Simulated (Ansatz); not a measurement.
`[NH2][AlH][SiH2][SiH2]Cl` + `C[S][ZnH]` → `CS[SiH2][AlH][NH2]` + `Cl[SiH2][ZnH]`  (redistribution)

Gas-phase electronic energies from Ansatz, PBE0-D4/def2-TZVP geometries. CCSD(T)/CBS is the MP2 limit (def2-TZVPP, def2-QZVPP) plus CCSD(T) − MP2 in def2-TZVPP, frozen cores. For Zn outer-core shells are correlated without core-valence functions, which leaves a few kJ/mol of doubt a bond. Scalar relativity is left out up to krypton. One conformer a species, not always the lowest.

`[NH2][AlH][SiH2][SiH2]Cl`:

Z-matrix (Å, degrees):
```
Si
Al 1 2.452
Si 1 2.335 2 109.8
H 1 1.493 2 112.4 3 118.8
H 1 1.494 2 113.4 3 -119.6
N 2 1.763 1 115.7 3 -23.4
H 2 1.584 1 125.4 3 155.6
Cl 3 2.078 1 108.3 2 52.3
H 3 1.485 1 114.8 2 171.0
H 3 1.486 1 111.7 2 -64.9
H 6 1.007 2 125.4 1 179.9
H 6 1.009 2 123.9 1 -2.0
```

`C[S][ZnH]`:

Cartesian coordinates in Å:
```
C 0.103 1.008 -0.523
S 1.251 -0.133 0.319
Zn -0.061 -1.748 0.932
H -0.654 1.395 0.158
H -0.377 0.539 -1.381
H 0.704 1.844 -0.880
H -0.967 -2.904 1.376
```

`CS[SiH2][AlH][NH2]`:

Cartesian coordinates in Å:
```
C -1.851 0.658 -0.674
S -0.619 0.932 -1.977
Si 0.833 -0.557 -1.428
Al 1.657 0.049 0.798
N 0.642 -0.387 2.183
H -2.632 1.405 -0.815
H -2.295 -0.335 -0.760
H -1.421 0.783 0.322
H 0.215 -1.915 -1.526
H 1.867 -0.455 -2.496
H 2.948 0.922 1.095
H -0.177 -0.971 2.140
H 0.833 -0.128 3.138
```

`Cl[SiH2][ZnH]`:

Cartesian coordinates in Å:
```
Cl -1.589 -0.209 -1.680
Si -0.641 0.380 0.078
Zn 1.496 -0.676 0.166
H -0.590 1.868 0.046
H -1.559 0.011 1.191
H 2.882 -1.375 0.198
```

```
             level  ΔE (eV)
SCS-MP2/def2-TZVPP     0.30
   CCSD/def2-TZVPP     0.32
```

(1) What does CCSD(T)/CBS give? (Estimate.)

Largest T1 diagnostic among the species: 0.014.

Results:

(1) Computed: +0.34 eV. The listed levels differ from it by -0.04, -0.02 eV.
